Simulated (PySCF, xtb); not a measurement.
Hf(Me)2(H)2 (C2H8Hf), SMILES [CH3][HfH2][CH3], multiplicity 1.

GFN2-xTB (xtb) at its own geometry gives an orbital gap of 3.33 eV and a dipole moment of 0.93 D.

The structure is a stationary point at r2SCAN-D4/def2-SVP. The spin state was assumed, not searched. The structure was generated by enumeration; whether it is a known compound was not checked. The def2 effective core potentials stand for the cores of Hf; spin–orbit coupling is left out.

Question: What does ωB97X/def2-TZVPD in PySCF give? (An estimate is asked for; the answer gives what the named calculation found.)

Answer: gap 10.87 eV (levels -10.24 and 0.63 eV), dipole 1.09 D.
